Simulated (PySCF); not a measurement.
C3H6AlCl, SMILES [CH3][Al]([CH]=C)[Cl].

Coordinates come from a B3LYP-D3(BJ)/def2-SVP optimisation. The structure was generated by enumeration; whether it is a known compound was not checked. Other conformers were not sampled.

All values below come from C-PCM-PBE0/def2-SVP run with PySCF.

The values are the electrostatic part of the solvation free energy, E(continuum) − E(gas) at the gas-phase geometry, in a cavity of scaled van der Waals radii (PySCF's table); cavitation and dispersion terms are not included. A continuum can't describe solvent molecules that bind to the metal. In vacuum the orbital gap is 6.64 eV. The dipole moment in vacuum is 2.21 D.

Computed values in water (ε = 78.36), acetone (ε = 20.49), ethanol (ε = 24.85):
| solvent | ε | ΔG(elec) (kcal/mol) | dipole (D) | gap (eV) |
|---|---|---|---|---|
| water | 78.36 | -4.6 | 2.76 | 6.76 |
| acetone | 20.49 | -4.4 | 2.73 | 6.76 |
| ethanol | 24.85 | -4.4 | 2.74 | 6.76 |
